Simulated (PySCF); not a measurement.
# Spinor energies of Pb⁺ (lead, charge +1)

Start: [Xe] 4f14 5d10 6s2 6p1; 6p1/2 filled at m_j = +1/2. Calculated with PySCF 2.14 in x2c-TZVPPall-2c (11s11p9d3f, 110 functions): generalised Hartree-Fock with the X2C-1e Hamiltonian and a Gaussian nucleus; one run each with spin-orbit coupling (SO) switched off, then screened by Boettger's factors.

```csv
spinor shell,electrons,"ε, spin-free (eV)","ε, screened SO (eV)",weight of nominal j (screened SO),"rms radius, screened SO (bohr)"
1s1/2,2,-88517.4,-88478.1,1.000,0.0181
2s1/2,2,-15998.6,-15985.8,1.000,0.0730
2p1/2,2,-13743.9,-15328.0,1.000,0.0617
2p3/2,4,-13743.9,-13133.5,1.000,0.0700
3s1/2,2,-3919.7,-3915.1,1.000,0.186
3p1/2,2,-3263.3,-3619.1,1.000,0.178
3p3/2,4,-3263.3,-3122.7,1.000,0.195
3d3/2,4,-2580.8,-2641.6,1.000,0.170
3d5/2,6,-2580.8,-2536.4,1.000,0.175
4s1/2,2,-932.93,-931.17,1.000,0.408
4p1/2,2,-714.17,-801.96,1.000,0.412
4p3/2,4,-714.17,-678.68,1.000,0.446
4d3/2,4,-454.82,-467.98,1.000,0.455
4d5/2,6,-454.82,-444.32,1.000,0.466
5s1/2,2,-175.02,-174.29,1.000,0.915
4f5/2,6,-166.98,-168.77,1.000,0.493
4f7/2,8,-166.98,-163.78,1.000,0.495
5p1/2,2,-111.97,-128.02,1.000,0.984
5p3/2,4,-111.97,-104.91,1.000,1.08
5d3/2,4,-37.132,-38.397,1.000,1.36
5d5/2,6,-37.132,-35.390,1.000,1.41
6s1/2,2,-22.396,-22.125,0.997,2.47
6p1/2,1,-13.473,-14.811,0.999,3.03
```

```
   quantity     spin-free   screened SO
E (hartree)  -20865.34705  -20903.28138
        M_J           1/2           1/2
       ⟨J²⟩         1.247         0.760
       ⟨L²⟩         2.026         2.213
       ⟨S²⟩         0.759         0.947
```

Each row is a mean over spinors that exchange with the open shell spreads, by up to 0.620 eV (6s1/2).

Breit and QED terms are absent; they matter most for the inner s and p1/2 levels.

Densities and radii are taken from the X2C orbitals without a picture-change correction, which distorts them close to the nucleus.

Without spin-orbit coupling the j labels of p, d and f shells carry no meaning; the spin-free column gives the mean over the occupied spinors of each nl shell, and its ⟨J²⟩ belongs to a mixture of degenerate components.
